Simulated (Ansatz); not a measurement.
Ideal-gas functions of `[OH][InH][Cl]` at 500 K and 1 bar, from an Ansatz frequency run at PBE0-D4/def2-TZVP.

Molar mass 168.29 g/mol, point group Cs (symmetry number 1), electronic degeneracy 1, moments of inertia 49.384, 179.017, 228.401 u Å². Harmonic wavenumbers (cm⁻¹, unscaled): 121, 342, 349, 432, 439, 622, 832, 1926, 3881.

Use S(trans) = R[1.5 ln M + 2.5 ln T − 1.1517]; rotational temperatures θ = 24.2544 K / I; S(rot) = R[ln(√π/σ · √(T³/θAθBθC)) + 1.5]; for each mode x = 1.438777 ν̃/T, S = R[x/(eˣ − 1) − ln(1 − e⁻ˣ)] and H = RT x/(eˣ − 1); 1 cm⁻¹ = 0.0119627 kJ/mol; R = 8.31446 J/(mol·K).

Problem. By hand: the entropy, in J/(mol·K).

Solution. Translation 183.5. Rotation: θ = 0.4911, 0.1355, 0.1062 K, giving 115.3. Vibration, mode by mode: 17.13, 8.78, 8.62, 7.02, 6.90, 4.50, 2.79, 0.21, 0.00, in all 56.0. Electronic 0.0. Sum 354.8 J/(mol·K).

Problem. By hand: H − E and G − E in kJ/mol, counted from the electronic energy.

Solution. Zero-point energy ½ × 8944 × 0.0119627 = 53.5; thermal vibration 15.1; translation, rotation and pV give 4 RT = 16.6. H − E = 85.2 kJ/mol, and G − E = 85.2 − 500 × 354.8/1000 = -92.2 kJ/mol.

Vibration gives 16 % of the entropy, 17.1 J/(mol·K) of it from the mode under 150 cm⁻¹: soft modes count most, and the harmonic formula is weakest for them. The sum counts one conformer and one mirror image; others add a mixing term.
